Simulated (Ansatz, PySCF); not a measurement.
System: sum formula Si2NH7, net charge 0, singlet state. 
Geometry from a B3LYP-D3(BJ)/def2-TZVP (Ansatz, a first-principles code) optimisation:
SMILES: [SiH3]N[SiH3]
```xyz
10

Si     1.5374    -0.1545     0.2780
N     -0.0087    -0.3951    -0.4600
Si    -1.5332     0.3284    -0.0787
H      2.5841     0.0409    -0.7549
H      1.4386     1.0483     1.1322
H      1.9584    -1.3052     1.1173
H     -0.0383    -1.1112    -1.1744
H     -2.4596    -0.6104     0.6041
H     -2.2124     0.7953    -1.3121
H     -1.2684     1.4741     0.8178
```
Charge 0, spin multiplicity 1.

PBE beside other levels, property by property. Valence correlation only, unless marked. UHF or UKS for open shells. Spin-orbit coupling is left out. No relativistic terms. CBS(X,Y): correlation extrapolated as X^-3; Hartree-Fock from the larger set. [CCSD(T)-MP2]/basis is that difference in the basis named. Rows marked 298 K are enthalpies with B3LYP-D3(BJ) harmonic zero-point and thermal terms. Atomisation energies are electronic, to ground-state atoms; the column to compare with has the core term from cc-pwCVTZ added, other frozen-core levels have none. Vertical energies are electronic, to the SCF solution reached for that spin. Frequencies are from Ansatz or PySCF. The coupled-cluster column (Ansatz) is a level with limits of its own: (a) RI-MP2/CBS(aug-cc-pV(T+d)Z,aug-cc-pV(Q+d)Z)+[CCSD(T)-MP2]/aug-cc-pV(T+d)Z; (b) RI-MP2/CBS(cc-pV(T+d)Z,cc-pV(Q+d)Z)+[CCSD(T)-MP2]/cc-pV(T+d)Z; (c) CCSD(T)/CBS(cc-pV(T+d)Z,cc-pV(Q+d)Z).

| property | PBE/def2-TZVPD (Ansatz) | SVWN5/def2-TZVPD (Ansatz) | PBE0/def2-TZVPD (Ansatz) | CAM-B3LYP/def2-TZVPD (Ansatz) | coupled cluster |
|---|---|---|---|---|---|
| vertical ionisation energy to the doublet (eV) | 9.23 | 9.32 | 9.49 | 9.68 | 9.94 (a) |
| proton affinity at N, enthalpy at 298 K, to [SiH3][NH2+][SiH3] (kcal/mol) | 205.5 | 198.3 | 206.3 | 204.2 | 205.9 (b) |
| atomisation energy (kcal/mol) | 727.0 | 815.2 | 724.5 | 742.1 | 743.8 (c) |
| N-Si bond dissociation enthalpy, 298 K, to [SiH3] (SiH3) + [NH][SiH3] (kcal/mol) | 100.2 | 117.8 | 101.8 | 103.7 | 109.7 (a) |

As the rows show:
- vertical ionisation energy to the doublet: PBE lies 0.71 eV below coupled cluster.
- proton affinity at N, enthalpy at 298 K, to [SiH3][NH2+][SiH3]: PBE lies 0.4 kcal/mol below coupled cluster.
- atomisation energy: PBE lies 16.8 kcal/mol below coupled cluster.
- N-Si bond dissociation enthalpy, 298 K, to [SiH3] (SiH3) + [NH][SiH3]: PBE lies 9.5 kcal/mol below coupled cluster.
